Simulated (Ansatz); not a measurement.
Reaction (substitution at a C–C bond): `CC#CC(F)F` + `[SiH3]S` → `CC#CS[SiH3]` + `FCF`

Program: Ansatz. Geometries: PBE0-D4/def2-TZVP. ΔE: electronic, gas phase. CCSD(T)/CBS adds triple-zeta CCSD(T) − MP2 to the extrapolated MP2 energy (def2 sets, frozen cores). This one scheme is used for every species. Functionals use def2-TZVPP. B3LYP here is the variant with VWN-RPA as its local correlation; programs differ in this.

| level | ΔE (kcal/mol) | difference from CCSD(T)/CBS |
| --- | --- | --- |
| PBE-D4 | 1.1 | -1.0 |
| r2SCAN-D4 | 2.0 | -0.1 |
| PBE0-D4 | 1.4 | -0.7 |
| B3LYP-D4 | 1.4 | -0.7 |
| ωB97X-V | 2.8 | 0.7 |
| r2SCAN | 2.3 | 0.2 |
| B3LYP | 2.6 | 0.5 |
| SCS-MP2/def2-TZVPP | 1.4 | -0.7 |
| MP2/CBS(def2) | 0.4 | -1.7 |
| CCSD/CBS(def2) | 2.7 | 0.6 |
| CCSD(T)/CBS | 2.1 | 0 |

Largest T1 diagnostic among the species: 0.012.

The D4 term adds −1.2 kcal/mol with B3LYP and −0.7 kcal/mol with PBE0; it sums over pairs of atoms, weighted by their polarisabilities, and B3LYP, whose exchange is more repulsive, gets the larger term. In def2-TZVPP, CCSD(T) changes the Hartree–Fock value by −1.2 kcal/mol (the triples alone add −0.6 kcal/mol) and MP2 by −2.9 kcal/mol.
